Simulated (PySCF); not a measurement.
A compound of formula C22H28FN has these computed shifts in ppm, with the number of atoms in brackets (GIAO KT2/pcSseg-1, gas phase, PySCF SCF with an in-house response code, fitting set def2-universal-JFIT, grid level 2, non-relativistic, on the GFN2-xTB geometry; 13C, 1H against isolated TMS; 19F against isolated CFCl3; 15N against isolated NH3).

15N: 360.2 (1)
1H: 8.01 (1), 7.82 (2), 7.29 (2), 6.98 (2), 6.55 (2), 2.59 (2), 1.63 (2), 1.55 (2), 1.54 (2), 1.38 (2), 1.34 (2), 1.31 (2), 1.27 (2), 1.05 (3)
13C: 160.1 (1), 150.8 (1), 146.0 (1), 144.2 (1), 129.2 (1), 125.5 (2), 123.7 (2), 112.1 (2), 110.9 (2), 44.3 (1), 42.5 (1), 39.9 (1), 38.7 (1), 37.5 (1), 37.0 (1), 36.1 (1), 30.3 (1), 17.6 (1)
19F: -151.3 (1)

(1) Which structure gave them?

Answers

(1) CCCCCCCCCc1ccc(/C=N/c2ccc(F)cc2)cc1. Other isomers were not compared.
